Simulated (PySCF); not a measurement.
C3H3F4, SMILES F[CH]CC(F)(F)F (connectivity only; charge and spin as stated), charge +1, multiplicity 1. Atoms are numbered in the order given.

```xyz
10

F      2.6041    -0.7768    -0.1320
C      1.6096    -0.0424     0.0138
C      0.3829    -0.5622     0.5399
C     -0.8722     0.1751     0.0062
F     -1.0397    -0.1307    -1.2661
F     -1.9182    -0.1857     0.7023
F     -0.6758     1.4833     0.1168
H      1.7674     1.0189    -0.2568
H      0.3169    -1.6609     0.4803
H      0.4605    -0.2931     1.6276
```
Charge +1, spin multiplicity 1.

Geometry: PBE0-D3(BJ)/def2-SVP. The spin state was assumed, not searched. The isomer is the one that the SMILES or the coordinates give; other isomers of the formula were not compared. Other conformers were not sampled.

Computed with PBE0-D3(BJ)/def2-SVP in PySCF.

No scaling factor is applied to the harmonic values.

```
mode  ν (cm⁻¹)  IR (km/mol)  moving atoms (share of kinetic energy)
----  --------  -----------  --------------------------------------
1           66          6.8                   F 69 %, C 22 %, H 9 %
2           97         14.6                  F 37 %, C 35 %, H 28 %
3          175         10.1                  F 57 %, C 28 %, H 15 %
4          344          8.6                  F 59 %, H 27 %, C 14 %
5          374          2.3                   F 76 %, C 15 %, H 9 %
6          426         23.6                  F 49 %, C 39 %, H 13 %
7          538          7.7                  F 74 %, H 16 %, C 10 %
8          573          5.4                          F 77 %, C 17 %
9          628         22.3                  H 42 %, F 30 %, C 28 %
10         726         13.5                  F 48 %, C 29 %, H 23 %
11         883          3.1                  F 53 %, C 28 %, H 19 %
12         950         52.4                  H 69 %, C 18 %, F 13 %
13        1122         53.8                          C 52 %, H 44 %
14        1192        163.1                  H 47 %, C 43 %, F 10 %
15        1237          6.0                  C 54 %, H 36 %, F 10 %
16        1258        267.1                  C 72 %, F 15 %, H 13 %
17        1310         47.6                          H 84 %, C 14 %
18        1337        182.5                  C 52 %, H 35 %, F 12 %
19        1348        285.1                  C 47 %, H 33 %, F 20 %
20        1406        168.6                  C 58 %, H 23 %, F 19 %
21        1626        306.2                  C 70 %, F 17 %, H 13 %
22        2919        133.8                                  H 94 %
23        3140         40.4                           H 91 %, C 9 %
24        3156         22.9                           H 91 %, C 9 %
```
